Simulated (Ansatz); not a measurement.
ScAu₄⁺: single points at one geometry.

```yaml
crystal:
  periodic: [false, false, false]
  atoms:
    - {symbol: Sc, position_ang: [0.523472, 0.246470, -0.648395]}
    - {symbol: Au, position_ang: [2.556798, 0.949751, 0.462346]}
    - {symbol: Au, position_ang: [-1.765513, -0.712071, 0.475429]}
    - {symbol: Au, position_ang: [-1.482802, 1.909648, 0.008791]}
    - {symbol: Au, position_ang: [0.168045, -2.393789, -0.298161]}
basis:
  gaussian: {orbitals: def2-TZVP, initial_orbitals: start.molden}
total_charge: 1
hamiltonian: {xc: pbe, dispersion: d4}
scf: {omitted_lower_state_checks: [starts]}
output: {forces: true, orbitals: {seedname: orbitals}}
```

The file start.molden holds the orbitals of an earlier run on this structure, at another level or in another basis.

```sh
$ ansatz run in.yaml --threads 4 --pin off --events-out ev --progress --plain --max-ram 4787MiB
```

Output, abridged:

```
Functional definition: PBE
1880 factors; their error is unknown
mean field evaluation 1: about -35470.7492 eV, gradient 1.1e1 eV
mean field evaluation 2: about -35471.0614 eV, gradient 6.8e-1 eV
mean field evaluation 4: about -35471.0160 eV, gradient 8.2e-2 eV
mean field evaluation 8: about -35471.0160 eV, gradient 9.5e-6 eV
mean field -35471.01600032 eV, -1303.5357948935 hartree, gradient 9.5e-6 eV, S^2 0.000000; 0 other end points of the search recorded, 0 dependent functions left out
reference -35471.01605625 eV, -1303.5357969490 hartree; 48, 48 occupied and 157, 157 virtual orbitals, 1880 factors
Total energy: -35471.32706972 eV, -1303.5472264831 hartree
Atom 0 at     0.523472     0.246470    -0.648395 Å, force    -0.150962    -0.066281     0.165582 eV/Å
Atom 1 at     2.556798     0.949751     0.462346 Å, force    -0.144589    -0.051544    -0.060735 eV/Å
Atom 2 at    -1.765513    -0.712071     0.475429 Å, force     0.421262     0.183484    -0.225195 eV/Å
Atom 3 at    -1.482802     1.909648     0.008791 Å, force     0.065274    -0.368772     0.036568 eV/Å
Atom 4 at     0.168045    -2.393789    -0.298161 Å, force    -0.190984     0.303113     0.083781 eV/Å
Dipole moment:     0.087708     0.075179    -0.597286 e Å
Checks for a lower state left out: starts
```

Run time 3.6 s (4 threads of Intel Xeon 6975P-C on a shared host).

The first input with `gaussian: {orbitals: def2-SVP, initial_orbitals: start.molden}`, `correlation: {method: ccsd_t}`, `output: {orbitals: {seedname: orbitals}}` and without the key `hamiltonian` (abridged; 86 s):

```
Functional definition: HF
mean field evaluation 16: about -35329.9388 eV, gradient 3.6e1 eV
mean field evaluation 32: about -35332.9572 eV, gradient 5.6e-1 eV
mean field -35339.35500579 eV, -1298.6973425874 hartree, gradient 2.7e-6 eV, S^2 0.000000
5 core orbitals not correlated: weight in the atoms' cores, before any rotation towards them, 1.000 or more for the frozen orbitals, at most 0.000 for the correlated occupied ones
second order -47.29950565 eV of doubles, -0.00000000 eV of singles
cycle   1  -41.24586849 eV  change     6.1e0 eV  update   3.0e-1
cycle   2  -43.24581716 eV  change    -2.0e0 eV  update   1.4e-1
cycle   3  -43.63672124 eV  change   -3.9e-1 eV  update   7.1e-2
cycle   4  -43.65534930 eV  change   -1.9e-2 eV  update   3.4e-2
cycle   5  -43.58171484 eV  change    7.4e-2 eV  update   1.3e-2
cycle   6  -43.59369528 eV  change   -1.2e-2 eV  update   7.5e-3
cycle   7  -43.60873034 eV  change   -1.5e-2 eV  update   3.0e-3
cycle   8  -43.60716975 eV  change    1.6e-3 eV  update   1.8e-3
cycle   9  -43.60548190 eV  change    1.7e-3 eV  update   8.5e-4
cycle  10  -43.60742478 eV  change   -1.9e-3 eV  update   4.4e-4
cycle  11  -43.60653792 eV  change    8.9e-4 eV  update   2.2e-4
cycle  12  -43.60622584 eV  change    3.1e-4 eV  update   1.2e-4
cycle  13  -43.60653586 eV  change   -3.1e-4 eV  update   4.8e-5
cycle  14  -43.60643157 eV  change    1.0e-4 eV  update   2.8e-5
perturbative correction -1.60924825 eV, -0.0591387824 hartree
Total energy: -35384.57068560 eV, -1300.3589881723 hartree
Checks for a lower state left out: starts
```

First input, but with `hamiltonian: {xc: pbe0, dispersion: d4}`, `output: {orbitals: {seedname: orbitals}}` (abridged; 4.8 s):

```
Functional definition: PBE0
mean field -35465.99150580 eV, -1303.3511481257 hartree, gradient 6.3e-5 eV, S^2 0.000000
Total energy: -35466.26569060 eV, -1303.3612242313 hartree
Checks for a lower state left out: starts
```

As the first input, with `hamiltonian: {xc: {name: BHLYP}, dispersion: d4}`, `output: {orbitals: {seedname: orbitals}}` (abridged; 5.5 s):

```
Functional definition: BHLYP
mean field -35455.75029139 eV, -1302.9747904380 hartree, gradient 1.6e-5 eV, S^2 0.000000
Total energy: -35456.37365358 eV, -1302.9976985757 hartree
Checks for a lower state left out: starts
```

As the first input, with `gaussian: {orbitals: def2-SVP, initial_orbitals: start.molden}`, `hamiltonian: {xc: pbe0, dispersion: d4}`, `output: {orbitals: {seedname: orbitals}}` (abridged; 3.4 s):

```
Functional definition: PBE0
mean field -35462.57719515 eV, -1303.2256745236 hartree, gradient 2.9e-5 eV, S^2 0.000000
Total energy: -35462.85137941 eV, -1303.2357506092 hartree
Checks for a lower state left out: starts
```

As the first input, with `hamiltonian: {xc: {name: revPBE}, dispersion: d4}`, `output: {orbitals: {seedname: orbitals}}` (abridged; 2.5 s):

```
Functional definition: revPBE
mean field -35478.99801444 eV, -1303.8291285020 hartree, gradient 2.5e-5 eV, S^2 0.000000
Total energy: -35479.52514429 eV, -1303.8485001668 hartree
Checks for a lower state left out: starts
```

First input, but with `hamiltonian: {xc: r2scan, dispersion: d4}`, `output: {orbitals: {seedname: orbitals}}` (abridged; 6 s):

```
Functional definition: r2SCAN
mean field -35477.76013551 eV, -1303.7836372906 hartree, gradient 7.7e-5 eV, S^2 0.000000
Total energy: -35477.82012613 eV, -1303.7858419050 hartree
Checks for a lower state left out: starts
```

Geometry: B3LYP-D4/def2-SVP.

In the def2 sets Au takes a core potential; there is no spin–orbit coupling. Correlated methods freeze 5 core orbitals; core or outer-core shells of Sc, Au are correlated, in sets that lack core-valence functions. Another isomer (singlet) lies 0.08 eV lower at PBE0-D4/def2-TZVP; other spin states weren't run for this one.
